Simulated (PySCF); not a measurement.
## Static response to an electric field

Compound: n-SiSiSiSiSiH12.
Geometry (PBE0-D3(BJ)/def2-SVP, Å), atoms numbered from 1 in this order:
```xyz
17
Si5H12 angstrom
Si     0.0516    1.0813    2.3595
Si     1.3845   -0.5176    1.2754
Si     0.0011   -1.9133   -0.0050
Si    -1.3939   -0.5189   -1.2741
Si    -0.0581    1.0897   -2.3393
H     -0.9718    0.3927    3.2048
H      0.8776    1.9762    3.2266
H     -0.6578    1.9132    1.3391
H      2.1745   -1.2992    2.2785
H      2.3409    0.1811    0.3581
H     -0.8032   -2.8017    0.8922
H      0.8230   -2.7667   -0.9206
H     -2.3577    0.1709   -0.3581
H     -2.1743   -1.3030   -2.2829
H      0.6134    1.9384   -1.3073
H      0.9953    0.4089   -3.1530
H     -0.8737    1.9674   -3.2336
```

Level: PBE0/def2-SVPD (PySCF), static field, nuclei fixed, core orbitals frozen in the response. The polarisability tensor in these axes (au):

```
x   141.96  -0.01   9.87
y    -0.01 154.66   0.07
z     9.87   0.07 163.72
```

Problem. What are the eigenvalues, a third of the trace, and Δα (Δα² = ½Σ(αi − αj)² over the three pairs)?

Solution. Principal values 138.15, 154.66 and 167.53 au; mean 153.45 au = 22.74 Å³ = 25.30 × 10⁻⁴⁰ C²·m²/J; Δα = 25.51 au (17 % of the mean).

Problem. What is the dipole moment?

Solution. 0.10 D at this geometry.

Problem. Estimate the molar refractivity from the static electronic polarisability.

Solution. Lorentz–Lorenz: R = (4π/3)N_A α = 2.5225 cm³/(mol·Å³) × 22.74 Å³ = 57.4 cm³/mol, in the limit of long wavelengths.

Problem. What would n − 1 = 2πNα be for an ideal gas of these molecules at 298.15 K and 1 atm, electronic part alone?

Solution. N = p/kT = 2.4615 × 10¹⁹ cm⁻³, so n − 1 = 2π × N × 22.74 × 10⁻²⁴ cm³ = 3517 × 10⁻⁶ at long wavelengths.

Problem. Traceless (Buckingham) quadrupole moment about the centre of nuclear charge: eigenvalues?

Solution. -0.42, -0.13, 0.56 D·Å. The values depend on the origin, since the dipole doesn't vanish. The electronic extent ⟨r²⟩ about the same centre is 1820 bohr², a root-mean-square distance of 2.49 Å for the 82 electrons.

Problem. What depolarisation ratio follows for Rayleigh scattering of linearly polarised light, taking the static tensor?

Solution. ρ = 3Δα²/(45ᾱ² + 4Δα²) = 1952.6/(1059567 + 2603.4) = 0.00184.

Problem. In a dilute gas of rigid molecules at 350 K, how does the orientational term μ²/3kT compare with the electronic polarisability?

Solution. In Gaussian units μ²/3kT = 0.07 Å³ against 22.74 Å³, a ratio of 0.00; the Debye molar polarisation (4π/3)N_A(α + μ²/3kT) is 57.5 cm³/mol, leaving out the vibrational part.

The structure is a single PBE0-D3(BJ)/def2-SVP conformer in the gas phase; no vibrational or solvent corrections.

These values come from a run that also computed excited states. On one thread of an Intel Xeon at 2.70 GHz, shared host with 64 logical CPUs at a one-minute load of 63, this took 69 s (grids of density and orbitals included) and 0.94 GiB of memory at its peak.
